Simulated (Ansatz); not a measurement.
CH3NO, triplet, geometry from GFN2-xTB (a higher spin typed on purpose: for a closed-shell molecule this is an excited state); MP2/6-31G* (Ansatz, an electronic-structure program).

Here is a job for Ansatz.
Ansatz 0.2 input:
```yaml
crystal:
  periodic: [false, false, false]
  atoms:
    - {symbol: N, position_ang: [-1.13722207, 0.20028280, -0.10649538]}
    - {symbol: C, position_ang: [0.26362244, 0.31632769, 0.20402162]}
    - {symbol: O, position_ang: [1.11258508, -0.61146689, -0.09803474]}
    - {symbol: H, position_ang: [-1.48720697, -0.66705586, 0.29036450]}
    - {symbol: H, position_ang: [-1.66033283, 0.98487706, 0.26520907]}
    - {symbol: H, position_ang: [0.62567895, 1.27396809, -0.24995774]}
basis:
  gaussian:
    orbitals: 6-31G*
magnetization: {spin_polarized: true, initial_magnetization: 2}
correlation: {method: mp2, electrons: outside_noble_gas}
accuracy: high
```

What the program printed (banner, timings and long lists left out):

```
Functional definition: HF
1105 factors; integrals over basis functions are off by at most 3.1e-9 eV
mean field evaluation 1: about -4590.3507 eV, gradient 2.0e1 eV
mean field evaluation 2: about -4590.3537 eV, gradient 2.0e1 eV
mean field evaluation 4: about -4593.2580 eV, gradient 4.0e0 eV
mean field evaluation 8: about -4593.6309 eV, gradient 2.5e-1 eV
mean field evaluation 16: about -4593.0856 eV, gradient 5.1e0 eV
mean field evaluation 32: about -4593.6318 eV, gradient 5.4e-1 eV
mean field -4593.63355429 eV, -168.8129194435 hartree, gradient 5.5e-8 eV, S^2 2.013375; 4 other end points of the search recorded, 0 dependent functions left out
3 core orbitals not correlated
reference -4593.63355429 eV, -168.8129194435 hartree; 10, 8 occupied and 38, 40 virtual orbitals, 1105 factors
second order -11.07842280 eV of doubles, -0.00000000 eV of singles
Total energy: -4604.71197709 eV, -169.2200439722 hartree
```
